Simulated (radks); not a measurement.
All-electron atom: Ca13+ in [He] 2s2 2p3 (the NIST ground configuration).

Calculated with a radial shooting solver on a logarithmic mesh with Libxc functionals: scalar-relativistic Kohn-Sham, PBE, spin-polarised, spherical densities, finite nucleus; open shells are filled with parallel spins first; Fermi nuclear charge, rms radius 3.4776 fm.

Energy parts (hartree):
total: -570.73148
kinetic: 575.55508
electron-nucleus: -1223.58336
Hartree: 100.79002
exchange-correlation: -23.49321

Orbitals (lengths in bohr, moments of r in powers of bohr; r(max) is where P^2 peaks):
\begin{tabular}{lrrrr}
orbital & occ. & eigenvalue (hartree) & <1/r> & r(max) \\ \hline
1s up & 1 & -164.6370 & 19.77 & 0.05026 \\
1s down & 1 & -164.2367 & 19.80 & 0.05020 \\
2s up & 1 & -31.09023 & 4.387 & 0.2866 \\
2s down & 1 & -30.33558 & 4.329 & 0.2885 \\
2p up & 3 & -28.79989 & 4.297 & 0.2307 \\
2p down & 0 & -27.92176 & 4.254 & 0.2330 \\
\end{tabular}

The highest occupied level is 2p up at -783.68 eV. For comparison, the ionisation energy in NIST's Atomic Spectra Database is 817 eV (semi-empirical). In exact Kohn-Sham theory the highest level is minus the ionisation energy, but local and semilocal functionals leave it too shallow, through self-interaction and a potential that decays too fast; potentials with the right tail come closer. Spin moment in Bohr magnetons: 3. The spin density at the nucleus is -1.858 e/bohr^3 (1s -9.958, 2s 8.100).
